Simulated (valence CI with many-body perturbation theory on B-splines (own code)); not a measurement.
## Valence orbitals of Os XXXVII

Calculated by valence CI with perturbative core correlation (CI+MBPT): four valence electrons over a frozen Dirac-Fock core [Kr], a basis of 7 s, 7 p, 8 d, 6 f, 4 g, 1 h functions for each j, with the one-electron correlation potential Σ1 (screened to all orders), the two-electron term Σ2, the three-electron term Σ3, Breit, model QED; selected single and double excitations, second order for the rest, scaled by the run's own slope (own B-spline code, finite nucleus).

The last digits are not significant, and no measured levels were compared; by estimate large intervals hold to a few tenths of a per cent, small ones and those within an open d or f shell to about a per cent. The list stops below the first excitations out of the core.

These are the spectroscopic orbitals of the CI (the correlating ones are not listed), shaped by the core and the other valence electrons. h is the expectation value of the core's Dirac-Fock operator, without the valence repulsion; Σ1 is computed up to l = 3 at one energy for each symmetry, that of its lowest orbital but kept below the first core excitation, so for empty shells it is not the orbital's own correlation shift; Breit and QED include the response of the core.

```csv
Orbital,h (hartree),Σ1 (cm⁻¹),Breit (cm⁻¹),QED (cm⁻¹),⟨r⟩ (bohr)
5s1/2,-45.012,-11586,5276,4060,0.6987
6s1/2,-29.256,-4593,2783,2166,1.073
7s1/2,-20.569,-2388,1614,1278,1.530
5p1/2,-43.148,-11639,8135,106,0.7072
6p1/2,-28.252,-4771,4395,61.5,1.089
7p1/2,-19.967,-2522,2585,37.9,1.554
5p3/2,-41.485,-10243,4684,461,0.7378
6p3/2,-27.371,-4344,2570,256,1.125
7p3/2,-19.443,-2329,1675,154,1.597
4d3/2,-65.228,-23196,8704,-862,0.4078
5d3/2,-38.53,-10905,3735,-302,0.7410
6d3/2,-25.777,-4983,2016,-158,1.148
4d5/2,-64.4,-22378,5171,-410,0.4143
5d5/2,-38.17,-10713,2282,-118,0.7488
6d5/2,-25.582,-4884,1240,-59.5,1.158
4f5/2,-56.96,-46213,2125,-719,0.3852
5f5/2,-35.039,-10595,1057,-257,0.7412
4f7/2,-56.746,-41101,45.0,-558,0.3878
5f7/2,-34.94,-10298,189,-187,0.7439
5g7/2,-32.701,,-155,-112,0.6987
5g9/2,-32.67,,-354,-85.4,0.6999
```

Among the shells of the start configuration 4d4, Σ1 is largest in size for 4d3/2, where it is 0.16 % of h.

Lowest root of each symmetry, sizes in configuration state functions:

| J | Parity | Roots | Reference | Variational | Second order | Change by selected CI (cm⁻¹) | Change by second order (cm⁻¹) |
| --- | --- | --- | --- | --- | --- | --- | --- |
| 0 | even | 5 | 38 | 6133 | 15222 | -5364 | -2 |
| 1 | even | 4 | 76 | 11812 | 52146 | -4402 | -5 |
| 2 | even | 8 | 121 | 18405 | 77907 | -5246 | -8 |
| 3 | even | 6 | 120 | 18706 | 95287 | -5608 | -9 |
| 4 | even | 7 | 120 | 18633 | 99292 | -5584 | -9 |
| 5 | even | 2 | 86 | 13348 | 70921 | -5349 | -11 |
| 6 | even | 2 | 66 | 10565 | 80362 | -5694 | -9 |
| 0 | odd | 6 | 35 | 11878 | 38343 | -6840 | -2 |
| 1 | odd | 15 | 98 | 31998 | 98333 | -7565 | -4 |
| 2 | odd | 23 | 140 | 31992 | 151115 | -6028 | -25 |
| 3 | odd | 25 | 155 | 31994 | 208974 | -6240 | -47 |
| 4 | odd | 25 | 144 | 31981 | 201428 | -4960 | -40 |
| 5 | odd | 20 | 116 | 31994 | 139730 | -5069 | -28 |
| 6 | odd | 15 | 82 | 31992 | 131221 | -4983 | -17 |
| 7 | odd | 9 | 50 | 27695 | 116707 | -5446 | -5 |
| 8 | odd | 5 | 26 | 17199 | 85417 | -5489 | -4 |
| 9 | odd | 1 | 12 | 7014 | 30855 | -6268 | -5 |
